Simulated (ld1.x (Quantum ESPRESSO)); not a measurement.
u(r) = r·R(r): atom against pseudo-atom (Mo)

Columns: radius, all-electron u(r) and pseudo u(r) of the 4s shell (level -82.75 eV) of molybdenum in the configuration [Ar] 3d10 4s2 4p6 4d4 5s0 5p0; PBE, scalar-relativistic, TM scheme, ld1.x (Quantum ESPRESSO) 7.5.

```
r (bohr)  all-electron   pseudo
   0.082       -0.3355  -0.0406
   0.165       -0.1052  -0.0866
   0.248        0.4309  -0.1428
   0.330        0.5972  -0.2141
   0.413        0.4207  -0.3084
   0.495        0.0813  -0.4275
   0.578       -0.2888  -0.5730
   0.660       -0.6051  -0.7313
   0.742       -0.8428  -0.8841
   0.825       -1.0003  -1.0086
   0.908       -1.0838  -1.0844
   0.990       -1.1073  -1.1073
   1.072       -1.0870  -1.0870
   1.155       -1.0355  -1.0355
   1.238       -0.9642  -0.9642
   1.320       -0.8832  -0.8832
   1.402       -0.7980  -0.7980
   1.485       -0.7120  -0.7120
   1.568       -0.6295  -0.6295
   1.650       -0.5532  -0.5532
   1.733       -0.4823  -0.4823
   1.815       -0.4189  -0.4189
   1.898       -0.3616  -0.3616
   1.980       -0.3114  -0.3114
   2.062       -0.2673  -0.2673
   2.145       -0.2283  -0.2283
```

Task: How many radial nodes do the two functions have?

Result: The all-electron 4s function has n − l − 1 = 3 (the table is too coarse to show those close to the nucleus); the pseudo-wave has 0, since the states of the same l below it are removed with the core.

Task: At about which radius was the pseudo-wave matched?

Result: 1.10 bohr. The columns agree to 0.0005 from 0.99 bohr on; several derivatives are matched, so the curves merge somewhat inside the radius.

Task: Is the pseudo-wave norm-conserving?

Result: Yes: the TM scheme keeps the norm inside the radius equal to the all-electron one, which fixes the energy derivative of the logarithmic derivative at the level.
